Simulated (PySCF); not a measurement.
## Working out the ionisation energy of P+

P+ [Ne] 3s2 3p2 (3P) → P(2+) [Ne] 3s2 3p1 (2P). All numbers are calculated (PySCF 2.14, scalar relativity by spin-free X2C-1e, in x2c-QZVPPall with one added diffuse shell each of s, p, d, f type (10s7p5d3f1g, 86 functions)). Frozen: 1s2. Energies in hartree (1 hartree = 27.21139 eV):

```
             part   P+ (lower)  P(2+) (upper)
              UHF  -341.173436    -340.469442
MP2 opposite-spin    -0.186792      -0.176670
    MP2 same-spin    -0.068467      -0.060302
```

**Question.** What does Hartree-Fock give?

**Answer.** (-340.469442) − (-341.173436) = 0.703994 hartree = 19.157 eV.

**Question.** What do MP2 and SCS-MP2 (6/5 opposite-spin, 1/3 same-spin) give?

**Answer.** The opposite-spin parts differ by 0.275 eV and the same-spin parts by 0.222 eV. MP2: 19.157 + (0.275) + (0.222) = 19.654 eV. SCS-MP2: 19.157 + 1.2 × (0.275) + (0.222)/3 = 19.561 eV.

A first-order spin-orbit estimate adds -0.007 eV to MP2 (valence and next inner shell), giving 19.647 eV against 19.769 eV (semi-empirical (NIST evaluation); NIST Atomic Spectra Database, ionization energies).

What remains against the reference includes basis incompleteness, the frozen core and correlation beyond second order.
